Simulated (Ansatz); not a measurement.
Consider the formal exchange of groups at the Si–O bond: `[OH][Zn][O][SiH3]` + `CC(O)Cl` → `OC([SiH3])Cl` + `C[O][Zn][OH]`.

Program: Ansatz. Geometries: PBE0-D4/def2-TZVP. ΔE: electronic, gas phase. CBS: MP2 limit from def2 TZ/QZ plus the TZ coupled-cluster correction, frozen cores. DFT in def2-TZVPP. B3LYP here is the variant with VWN-RPA as its local correlation; programs differ in this. For Zn outer-core shells are correlated without core-valence functions, which leaves a few kJ/mol of doubt a bond. Scalar relativity is left out up to krypton. One conformer a species, not always the lowest.

Q: Is it downhill or uphill in electronic energy at CCSD(T)/CBS, and by how much? (Estimate.)

A: The calculation gave: Uphill: ΔE = +51.2 kcal/mol.

Q: What do these levels give: revPBE-D4, r2SCAN-D4, ωB97X-V, revPBE, PBE0, B3LYP, LC-ωPBE, RPA@PBE/def2-TZVPP, MP2/def2-TZVPP, SCS-MP2/def2-TZVPP, CCSD/def2-TZVPP, MP2/CBS(def2)? (Best estimate.)

A: Computed: revPBE-D4 44.6, r2SCAN-D4 49.6, ωB97X-V 49.4, revPBE 44.6, PBE0 48.3, B3LYP 48.5, LC-ωPBE 49.7, RPA@PBE/def2-TZVPP 49.2, MP2/def2-TZVPP 53.1, SCS-MP2/def2-TZVPP 52.6, CCSD/def2-TZVPP 51.8, MP2/CBS(def2) 53.1 kcal/mol.

Largest T1 diagnostic among the species: 0.017.

In def2-TZVPP, CCSD(T) changes the Hartree–Fock value by −3.5 kcal/mol (the triples alone add −0.6 kcal/mol) and MP2 by −1.5 kcal/mol. From r2SCAN to r2SCAN0 (25 % exact exchange), in def2-TZVPP and without D4, ΔE moves by +1.7 kcal/mol.
